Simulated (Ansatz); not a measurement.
Reaction (homolysis of the O–Si bond): `[OH][GeH2][O][SiH](O)O` → `[O][GeH2][OH]`• + `O[SiH]O`•

Calculated with Ansatz (gas phase, PBE0-D4/def2-TZVP geometries, no zero-point term in ΔE). CCSD(T)/CBS is the MP2 limit (def2-TZVPP, def2-QZVPP) plus CCSD(T) − MP2 in def2-TZVPP, frozen cores. Functionals use def2-TZVPP. Open shells (•) are unrestricted, without spin–orbit coupling. For Ge outer-core shells are correlated without core-valence functions, which leaves a few kJ/mol of doubt a bond. Scalar relativity is left out up to krypton. One conformer a species, not always the lowest.

CCSD(T)/CBS gives +147.1 kcal/mol.

Q: Another level gave +112.6 kcal/mol. Which?
A. PBE-D4/def2-TZVPP
B. B2PLYP/def2-TZVPP
C. PBE0-D4/def2-TZVPP
D. HF/def2-TZVPP

A: D. HF/def2-TZVPP 112.6, PBE-D4 134.9, B2PLYP 140.1, PBE0-D4 137.8 kcal/mol.

Largest T1 diagnostic among the species: 0.015.

The D4 term adds +4.6 kcal/mol with B3LYP and +2.5 kcal/mol with PBE0; it sums over pairs of atoms, weighted by their polarisabilities, and B3LYP, whose exchange is more repulsive, gets the larger term. From PBE to PBE0 (25 % exact exchange), in def2-TZVPP and without D4, ΔE moves by +3.2 kcal/mol.

B3LYP here is the variant with VWN-RPA as its local correlation; programs differ in this.
